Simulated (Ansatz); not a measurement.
System: C₅H₁₀Se, net charge 0, singlet state. 
Coordinates optimised at B3LYP-D3(BJ)/def2-TZVP (Ansatz, a program for electronic structure):
SMILES: C=C(C)C[Se]C
```xyz
16

C     -2.3715     0.7607     0.1089
C     -1.2879     0.6470     0.8723
C     -0.8171     1.7571     1.7685
C     -0.4671    -0.6109     0.8982
Se     0.7002    -0.8769    -0.6892
C      1.5557     0.8851    -0.7353
H     -2.6944    -0.0460    -0.5374
H     -2.9599     1.6691     0.0941
H      0.2195     2.0271     1.5512
H     -0.8444     1.4443     2.8166
H     -1.4352     2.6479     1.6609
H     -1.0948    -1.5005     0.8849
H      0.1682    -0.6521     1.7809
H      0.8053     1.6592    -0.8757
H      2.1283     1.0600     0.1729
H      2.2285     0.8725    -1.5903
```

Basis-set convergence of Hartree-Fock and CCSD(T) correlation energies (hartree) with Ansatz. Correlated levels leave the core frozen unless marked. No spin-orbit coupling. The frozen core is the preceding noble-gas configuration, with the filled d and f shells of earlier blocks. Non-relativistic.

```tsv
basis	functions	E(HF)	E(corr, CCSD(T))
cc-pVDZ	147	-2594.95752	-0.92511
cc-pVTZ	333	-2595.09094	-1.12204
cc-pVQZ	643	-2595.10661	-1.18143
```

Extrapolating the two largest sets (X = 3 and 4) as X^-3: E(corr) = (64·(-1.18143) - 27·(-1.12204))/37 = -1.2248 Eh, an estimate of the basis-set limit. The largest set recovers 96.5 % of it, the smallest 75.5 %.
